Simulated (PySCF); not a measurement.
TlCl, SMILES [Cl][Tl].

Coordinates come from a PBE-D3(BJ)/def2-TZVP optimisation. The def2 effective core potentials stand for the cores of Tl; spin–orbit coupling is left out.

The numbers are results of PBE-D3(BJ)/def2-TZVP (PySCF 2.14.0), not measurements.

Frequencies are harmonic and unscaled.

```csv
mode,ν (cm⁻¹),IR (km/mol),moving atoms (share of kinetic energy)
1,271,60.2,"Cl 85 %, Tl 15 %"
```
